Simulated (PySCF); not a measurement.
C3H6FNSi.

```xyz
12

F     -0.9852     1.1316     1.4973
C     -0.9444     0.7652     0.1709
C     -1.8868    -0.3671    -0.3176
N     -0.6805    -1.0860    -0.8337
C      0.1283    -0.2093    -0.2932
Si     2.0221    -0.2556    -0.2383
H     -0.9901     1.6865    -0.4549
H     -2.6535    -0.1337    -1.0868
H     -2.3602    -0.9205     0.5182
H      2.5175    -1.3762    -1.1032
H      2.4669    -0.4580     1.1836
H      2.5575     1.0649    -0.7208
```

Coordinates come from a PBE-D3(BJ)/def2-SVP optimisation. The structure was generated by enumeration; whether it is a known compound was not checked.

These are PBE0/pcSseg-1 (PySCF) values and carry that method's errors. Non-relativistic, no solvent.

Computed absolute GIAO shielding of each atom: isotropic value and principal components (ppm):
```json
[
 {"atom": "F1", "σ(iso)": "356.6", "σ11": "322.2", "σ22": "366.0", "σ33": "381.4", "span": "59.2"},
 {"atom": "C2", "σ(iso)": "93.6", "σ11": "64.8", "σ22": "89.5", "σ33": "126.6", "span": "61.8"},
 {"atom": "C3", "σ(iso)": "109.6", "σ11": "92.4", "σ22": "96.3", "σ33": "140.1", "span": "47.7"},
 {"atom": "N4", "σ(iso)": "-228.0", "σ11": "-655.6", "σ22": "-241.8", "σ33": "213.4", "span": "869.0"},
 {"atom": "C5", "σ(iso)": "-32.7", "σ11": "-139.6", "σ22": "-60.4", "σ33": "102.0", "span": "241.6"},
 {"atom": "Si6", "σ(iso)": "433.0", "σ11": "408.4", "σ22": "437.1", "σ33": "453.6", "span": "45.1"},
 {"atom": "H7", "σ(iso)": "26.1", "σ11": "23.9", "σ22": "25.1", "σ33": "29.4", "span": "5.5"},
 {"atom": "H8", "σ(iso)": "26.5", "σ11": "24.4", "σ22": "26.2", "σ33": "29.1", "span": "4.8"},
 {"atom": "H9", "σ(iso)": "26.6", "σ11": "25.3", "σ22": "26.3", "σ33": "28.1", "span": "2.9"},
 {"atom": "H10", "σ(iso)": "26.9", "σ11": "24.2", "σ22": "25.2", "σ33": "31.1", "span": "7.0"},
 {"atom": "H11", "σ(iso)": "26.8", "σ11": "24.1", "σ22": "25.4", "σ33": "30.8", "span": "6.7"},
 {"atom": "H12", "σ(iso)": "26.9", "σ11": "24.3", "σ22": "25.4", "σ33": "31.0", "span": "6.7"}
]
```
